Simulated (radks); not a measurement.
The numbers below are computed, except where a source is named.
Re2+, configuration [Kr] 4d10 4f14 5s2 5p5.75 5d5 6d0.25 (fractional occupations, a model configuration).

Code: a radial shooting solver on a logarithmic mesh with Libxc functionals. Model: scalar-relativistic Kohn-Sham, exchange-only B88, spin-polarised, spherical densities, finite nucleus; open shells are filled with parallel spins first (spin-orbit coupling, left out, can overturn this in heavy ions); Fermi nuclear charge, rms radius 5.3698 fm.

Energy parts (hartree):
part                   energy
total             -16685.1585
kinetic            18435.6737
electron-nucleus  -41253.1947
Hartree             6459.3301
exchange            -326.9676

Orbitals (lengths in bohr, moments of r in powers of bohr; r(90%) holds 90 % of the orbital's charge):
orbital  occ.  eigenvalue (hartree)  r(90%)
1s up       1             -2633.519  0.0329
1s down     1             -2633.518  0.0329
2s up       1             -457.1743   0.118
2s down     1             -457.1641   0.118
2p up       3             -399.1714   0.111
2p down     3             -399.1629   0.111
3s up       1             -106.3322   0.290
3s down     1             -106.3290   0.289
3p up       3             -89.22205   0.296
3p down     3             -89.21834   0.296
3d up       5             -69.79310   0.278
3d down     5             -69.78618   0.278
4s up       1             -22.69499   0.632
4s down     1             -22.68503   0.632
4p up       3             -17.08049   0.681
4p down     3             -17.07094   0.681
4d up       5             -10.02955   0.749
4d down     5             -10.01790   0.748
5s up       1              -3.81859    1.49
5s down     1              -3.71536    1.47
5p up       3              -2.42325    1.76
5p down  2.75              -2.28914    1.74
4f up       7              -2.20751   0.961
4f down     7              -2.18406   0.946
5d up       5              -0.87114    2.69
6s up       0              -0.79631    3.80
5d down     0              -0.70282    2.76
6p up       0              -0.53426    4.81
6d up    0.25              -0.27496    7.67

The highest occupied level is 6d up at -7.482 eV. The configuration is held as typed, so some empty levels lie below it. The spin density at the nucleus is -29.21 e/bohr^3 (1s -0.47, 2s -1.88, 3s 0.39, 4s 2.10, 5s -29.34).

Run on one thread of a shared host, so times are rough (AMD EPYC 7R43 64-Core Processor): 0.29 s of CPU time, 0.29 s wall, 17 iterations on 2299 mesh points.
